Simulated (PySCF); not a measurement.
This PySCF input asks for the NMR shieldings of C₅H₁₁AlBCl; the geometry comes from GFN2-xTB.

```python
import basis_set_exchange as bse
import numpy as np
from pyscf import gto, dft
from pyscf.prop import nmr

atoms = """
C     2.363093    0.982462   -0.215075
C     1.194377    0.542994   -0.642766
C     0.461757   -0.689871   -0.191636
C     1.217618   -1.517687    0.845871
C    -0.888044   -0.235517    0.347908
Al   -2.017796    1.591720    0.159923
B    -2.189065   -0.902026    0.105687
Cl   -3.553310    0.106945    0.757692
H     2.953323    0.451174    0.511344
H     2.788550    1.899988   -0.585361
H     0.638738    1.118624   -1.380676
H     0.284240   -1.317141   -1.073553
H     1.410618   -0.930091    1.740901
H     2.166816   -1.864740    0.444533
H     0.622064   -2.384457    1.124498
H    -0.738788    0.236738    1.341625
H    -2.424163    2.139085   -1.226185
H    -1.818516    2.573810    1.341281
H    -2.481318   -1.792759   -0.589445
"""
names = dict.fromkeys(["C", "Al", "B", "Cl", "H"], "pcSseg-1")
basis = {el: gto.basis.parse(bse.get_basis(n, elements=[el], fmt="nwchem")) for el, n in names.items()}
mol = gto.M(atom=atoms, basis=basis, charge=0, verbose=0)
mf = dft.RKS(mol, xc="PBE0")
mf.grids.level = 2
mf.grids.alignment = dft.numint.BLKSIZE   # the property module wants whole blocks of grid points
mf.conv_tol = 1e-9
mf.kernel()

calc = nmr.RKS(mf)   # GIAO
C = mf.mo_coeff
Co = C[:, mf.mo_occ > 0]
resp = mf.gen_response(singlet=True, hermi=2)
def vind(x):   # induced exchange potential for any number of trial vectors
    d = np.einsum("pi,xij,qj->xpq", C, 2 * x.reshape(-1, C.shape[1], Co.shape[1]), Co, optimize=True)
    return np.einsum("xpq,pi,qj->xij", resp(d - d.transpose(0, 2, 1)), C, Co, optimize=True).ravel()
mo1, _ = nmr.rhf.solve_mo1(calc, with_cphf=vind)
sigma = calc.kernel(mo1)
for i, s in enumerate(sigma):   # ppm
    w = np.linalg.eigvalsh((s + s.T) / 2)
    print("%2d %-2s iso %8.1f  s11 %8.1f  s22 %8.1f  s33 %8.1f" % (i, mol.atom_pure_symbol(i), w.mean(), *w))
```

Question: What does it print?

Answer: 
```
 0 C  iso     71.0  s11    -38.5  s22     79.1  s33    172.2
 1 C  iso     32.8  s11    -90.0  s22     45.1  s33    143.1
 2 C  iso    146.5  s11    132.6  s22    151.6  s33    155.2
 3 C  iso    164.5  s11    150.9  s22    158.7  s33    183.9
 4 C  iso    100.5  s11      4.0  s22    134.9  s33    162.5
 5 Al iso    443.0  s11    366.5  s22    409.9  s33    552.6
 6 B  iso     57.3  s11    -22.1  s22     88.0  s33    106.0
 7 Cl iso    869.2  s11    709.8  s22    893.0  s33   1004.9
 8 H  iso     26.5  s11     23.3  s22     24.9  s33     31.4
 9 H  iso     26.5  s11     24.0  s22     25.2  s33     30.2
10 H  iso     25.4  s11     22.8  s22     24.1  s33     29.2
11 H  iso     28.7  s11     25.7  s22     27.1  s33     33.2
12 H  iso     30.8  s11     28.3  s22     28.6  s33     35.4
13 H  iso     30.3  s11     26.0  s22     27.3  s33     37.6
14 H  iso     30.4  s11     26.2  s22     29.1  s33     35.8
15 H  iso     27.5  s11     23.5  s22     26.2  s33     32.7
16 H  iso     27.4  s11     24.4  s22     25.0  s33     32.8
17 H  iso     27.4  s11     24.2  s22     25.1  s33     32.7
18 H  iso     26.2  s11     24.0  s22     26.1  s33     28.6
```

These numbers come from an equivalent density-fitted implementation of the same equations, which agrees with the script to about 0.01 ppm for H and up to a few tenths of a ppm for heavy atoms, so last digits may differ.

Size and cost of the density-fitted run: 205 basis functions, 37 s wall time on 1 thread of an INTEL XEON PLATINUM 8581C, shared host; peak memory 0.89 GiB.
